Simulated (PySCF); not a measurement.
C5H7F. Atoms are numbered in the order given.

```xyz
13

C      2.4692     0.4938     0.2582
C      1.4028    -0.2849     0.4323
C      0.0468     0.2008     0.8559
C     -1.0127    -0.1030    -0.1531
C     -2.0897    -0.8685     0.0013
F     -0.7774     0.4913    -1.3281
H      2.4170     1.5761     0.4147
H      3.4334     0.0805    -0.0484
H      1.4870    -1.3646     0.2568
H     -0.2450    -0.2662     1.8101
H      0.0795     1.2920     1.0175
H     -2.2824    -1.3561     0.9566
H     -2.7912    -1.0125    -0.8219
```

Coordinates come from a PBE0-D3(BJ)/def2-SVP optimisation. Other conformers were not sampled.

Level of theory: PySCF with PBE0/pcSseg-1.

GIAO shieldings, no solvent; atoms listed in one row are averaged. δ = σ(ref) − σ: ¹³C against TMS (σ = 186.3 ppm); ¹⁹F against CFCl3 (σ = 167.2 ppm); ¹H against TMS (σ = 31.56 ppm), references at their B3LYP-D3(BJ)/def2-TZVP geometries, non-relativistic.

```
nucleus     atoms  count  δ (ppm)
-------  --------  -----  -------
¹³C            C4      1    175.9
¹³C            C2      1    145.4
¹³C            C1      1    129.4
¹³C            C5      1     97.5
¹³C            C3      1     44.4
¹⁹F            F6      1    -93.8
¹H             H9      1     6.20
¹H         H7, H8      2     5.78
¹H            H13      1     5.00
¹H            H12      1     4.73
¹H       H10, H11      2     3.11
```
